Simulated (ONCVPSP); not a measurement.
## Reading a pseudo-wave (Mn)

Columns: radius, all-electron u(r) and pseudo u(r) of the 3s shell (level -85.64 eV) of manganese in the configuration [Ne] 3s2 3p6 3d5 4s2; PBEsol, scalar-relativistic, ONCV scheme, ONCVPSP 4.0.1.

```
r (bohr)  all-electron  pseudo
   0.072        0.0776  0.1160
   0.145       -0.5341  0.2394
   0.217       -0.6129  0.3702
   0.290       -0.3126  0.5116
   0.362        0.1128  0.6552
   0.435        0.5219  0.7972
   0.507        0.8377  0.9242
   0.580        1.0521  1.0301
   0.652        1.1685  1.1039
   0.725        1.2090  1.1423
   0.798        1.1924  1.1427
   0.870        1.1379  1.1083
   0.942        1.0602  1.0461
   1.015        0.9688  0.9636
   1.088        0.8725  0.8712
   1.160        0.7782  0.7779
   1.232        0.6879  0.6878
   1.305        0.6026  0.6025
   1.378        0.5246  0.5245
   1.450        0.4553  0.4553
   1.522        0.3936  0.3935
   1.595        0.3382  0.3382
   1.668        0.2898  0.2897
   1.740        0.2482  0.2481
   1.812        0.2121  0.2120
   1.885        0.1805  0.1804
```

(1) How many radial nodes do the two functions have?

(2) At about which radius was the pseudo-wave matched?

(3) Where does each function peak?

(4) Is the pseudo-wave norm-conserving?

Results:

(1) The all-electron 3s function has n − l − 1 = 2; the pseudo-wave has 0, since the states of the same l below it are removed with the core.

(2) 1.35 bohr. The columns agree to 0.0005 from 1.16 bohr on; several derivatives are matched, so the curves merge somewhat inside the radius.

(3) Outermost all-electron maximum near 0.72 bohr, pseudo maximum near 0.80 bohr (to the table’s step).

(4) Yes: the ONCV scheme keeps the norm inside the radius equal to the all-electron one, which fixes the energy derivative of the logarithmic derivative at the level.
